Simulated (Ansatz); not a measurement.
Reactions of `CC[AsH]N`.

Program: Ansatz. Geometries: PBE0-D4/def2-TZVP. ΔE: electronic, gas phase. CCSD(T)/CBS is the MP2 limit (def2-TZVPP, def2-QZVPP) plus CCSD(T) − MP2 in def2-TZVPP, frozen cores. This one scheme is used for every species. DFT in def2-TZVPP. For As outer-core shells are correlated without core-valence functions, which leaves a few kJ/mol of doubt a bond. Scalar relativity is left out up to krypton. One conformer a species, not always the lowest.

```tsv
reaction	CCSD/CBS(def2) (kJ/mol)	PBE0-D4 (kJ/mol)	MP2/CBS(def2) (kJ/mol)	CCSD(T)/CBS(def2) (kJ/mol)
`CC[AsH]N` + H₂ → `N[AsH2]` + ethane	-44	-44	-30	-38
`CC[AsH]N` + `C[NH][Al]([Cl])[Cl]` → `CC[N](C)[Al]([Cl])[Cl]` + `N[AsH2]`	45	39	47	43
`CC[AsH]N` + `[SiH3][AsH2]` → `CC[AsH][SiH3]` + `N[AsH2]`	15	13	14	14
`CC[AsH]N` → `N[AsH2]` + ethylene	125	142	142	127
```

Largest T1 diagnostic: 0.011, for `[SiH3][AsH2]`.
